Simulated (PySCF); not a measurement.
`CC(C)(C)O[SiH2]P[SiH3]`, C₄H₁₅OPSi₂

Cartesian coordinates in Å; atom numbers follow the order of the lines, from 1:
```xyz
23

C    -2.003    0.421    1.305
C    -1.613   -0.073   -0.087
C    -2.482    0.598   -1.154
C    -1.745   -1.592   -0.169
O    -0.281    0.311   -0.365
Si    1.121   -0.064    0.315
P     2.512    1.242   -0.825
Si    4.405    0.578    0.121
H    -1.828    1.492    1.377
H    -1.402   -0.080    2.058
H    -3.054    0.220    1.496
H    -2.173    0.266   -2.142
H    -2.362    1.676   -1.101
H    -3.529    0.347   -1.005
H    -2.783   -1.886   -0.047
H    -1.150   -2.060    0.611
H    -1.389   -1.941   -1.135
H     1.434   -1.498    0.213
H     1.203    0.279    1.740
H     2.618    0.416   -1.924
H     4.475    1.198    1.443
H     4.520   -0.874    0.280
H     5.501    1.050   -0.723
```

Computed with GIAO HF/pcSseg-1 magnetisability, rotational g tensor and spin-rotation constants, non-relativistic, gas phase (PySCF). Geometry: GFN2-xTB.

Q: Give the nuclear spin-rotation constants along the inertial axes (H = +C I·J) beside the isotropic shieldings.

A: Rotational constants 2.9739, 0.4717, 0.4527 GHz. A star marks the isotopologue with that one atom substituted, in its own axes.
```tsv
atom	isotope	Caa (kHz)	Cbb (kHz)	Ccc (kHz)	mean (kHz)	σ (ppm)
P7	31P	2.300	0.333	0.304	0.979	670.8
H9	1H	-0.299	-0.035	-0.012	-0.115	30.7
H10	1H	-0.245	-0.003	-0.051	-0.100	30.7
H11	1H	0.070	-0.056	-0.051	-0.012	31.1
H12	1H	-0.320	-0.037	-0.004	-0.121	30.6
H13	1H	-0.317	-0.025	-0.016	-0.119	30.5
H14	1H	0.068	-0.052	-0.056	-0.013	31.4
H15	1H	0.073	-0.055	-0.053	-0.012	31.1
H16	1H	-0.244	-0.002	-0.053	-0.100	30.8
H17	1H	-0.304	-0.046	-0.001	-0.117	30.7
H18	1H	-0.262	-0.020	-0.002	-0.095	27.4
H19	1H	-0.262	-0.025	0.000	-0.096	27.7
H20	1H	-0.353	-0.055	-0.002	-0.137	32.0
H21	1H	-0.271	-0.038	0.005	-0.101	28.7
H22	1H	-0.270	-0.013	-0.018	-0.101	28.5
H23	1H	-0.028	-0.026	-0.041	-0.032	28.4
C1	13C*	0.495	0.072	0.058	0.208	163.3
C2	13C*	0.454	0.104	0.101	0.220	129.4
O5	17O*	-0.317	-0.043	-0.031	-0.130	289.4
Si6	29Si*	-1.446	-0.258	-0.276	-0.660	420.4
Si8	29Si*	-1.423	-0.230	-0.223	-0.625	468.6
```
For the geometry as given, no vibrational averaging.

Q: How do the rotational constants and the g tensor change when H9, H10, H11, H12, H13, H14, H15, H16, H17, H18, H19, H20, H21, H22, H23 are replaced by deuterium?

A: Constants 2.2910, 0.4089, 0.3941 GHz; g -0.0231, -0.0037, -0.0041, against -0.0299, -0.0042, -0.0046 before.
